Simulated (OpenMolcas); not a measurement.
Ru4+ among 4 point charges of -1.5 e arranged as a tetrahedron (Td).

```json
{
  "Program": "OpenMolcas 26.06",
  "Method": "CASSCF",
  "Basis": "ANO-RCC-VDZP [6s5p3d1f]",
  "Scalar Hamiltonian": "DKH2, point nucleus",
  "Active space": "4 electrons in 5 orbitals (4d)",
  "State averaging": "2S+1 = 5 even, 5 roots; 2S+1 = 3 even, 45 roots; 2S+1 = 1 even, 50 roots",
  "Spin-orbit coupling": "state interaction with AMFI integrals over the reference wave functions"
}
```

All point charges move together. At R = 2.1 Å |10Dq| is 1940 cm-1, and at R = 2.26 Å it is 1385 cm-1.

**Question.** A third run gives 2826 cm-1. What distance was it run at?

**Answer.** With a power law R^-n the two known points give n = -ln(1385 / 1940) / ln(2.26 / 2.1) = 4.59. Then R = 2.1 × (1940 / 2826)^(1/4.59) = 1.935 Å. The run was at 1.93 Å, so the estimate is off by +0.005 Å.

An orbital triplet at a regular site is open to Jahn-Teller coupling, which can distort the site and quench the lowest spin-orbit gaps and is left out. Without dynamic correlation the repulsion within the d shell is too large (B by tens of per cent), so at a given field states of lower spin stand too high. Point charges give a weaker field than real ligands, and real ions of this kind are as a rule low spin; the high spin found here belongs to the model. The ground term spreads over less than 5000 cm-1, several times less than with real ligands, so orbital moments are less quenched and χT lies further from the spin-only value than at real sites. Point charges carry no covalency, so the field is a model and not that of real ligands. No measured value stands beside these numbers.
